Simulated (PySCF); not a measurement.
C₅H₄N₂OS.
SMILES with atom numbers: `[CH:1]#[C:2][c:3]1[s:4][n:5][n:6][c:7]1[O:8][CH3:9]` (hydrogens: H10 on C1; H11, H12, H13 on C9)

Torsions of this conformer, `[CH:1]#[C:2][c:3]1[s:4][n:5][n:6][c:7]1[O:8][CH3:9]`: N6–C7–O8–C9 0°.

The closed-shell ground state was solved at several levels (PySCF, density fitting, gas phase, non-relativistic). One conformer (not necessarily the lowest) at the PBE0-D3(BJ)/def2-SVP geometry, without solvent, vibrations or thermal averaging.

```json
{"level": "wB97X-D/pcSseg-1", "basis functions": "180", "total energy (Eh)": "-775.5247", "HOMO (eV)": "-8.65", "LUMO (eV)": "-0.53", "gap (eV)": "8.12", "dipole (D)": "2.21"}
{"level": "CAM-B3LYP/def2-SVPD", "basis functions": "222", "total energy (Eh)": "-775.1775", "HOMO (eV)": "-8.13", "LUMO (eV)": "-1.18", "gap (eV)": "6.95", "dipole (D)": "2.19"}
```

Estimate the row for PBE0/pcSseg-1, a basis of 180 functions; the other rows only guide the guess.

Total energy -775.1009 Eh, HOMO -6.92 eV, LUMO -2.18 eV, gap 4.74 eV, dipole 2.21 D.

Over all these levels, which gives the widest orbital gap and which the narrowest?

wB97X-D/pcSseg-1 (range-separated hybrid) has the widest, 8.12 eV, and PBE0/pcSseg-1 (global hybrid, 25 % exact exchange) the narrowest, 4.74 eV. The two share the basis. From the narrowest to the widest the HOMO moves by -1.73 eV and the LUMO by +1.65 eV.

How far do the dipole and the HOMO energy spread over the levels?

The dipole runs from 2.19 to 2.21 D (mean 2.20 D) and the HOMO from -8.65 to -6.92 eV.

wB97X-D is run here without its empirical dispersion term; that term would change no orbital, density or response property at a fixed geometry.
